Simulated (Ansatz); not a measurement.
CH$_{4}$F$_{2}$GaN, SMILES `C[NH][Ga]([F])[F]`, charge 0, multiplicity 1.

(1) Give a relaxed structure at PBE0-D4/def2-TZVP (Ansatz 0.2.0). (An estimate is asked.)

Answers

(1) Ansatz gave: 
Z-matrix (Å, degrees):
```
C
N 1 1.448
H 1 1.095 2 111.9
H 1 1.095 2 111.9 3 121.5
H 1 1.091 2 110.0 3 -119.3
Ga 2 1.786 1 126.3 3 119.3
H 2 1.006 1 114.8 3 -60.8
F 6 1.740 2 123.1 1 180.0
F 6 1.742 2 121.4 1 -0.0
```
Point group Cs.
This is one stationary point; other conformers may exist.
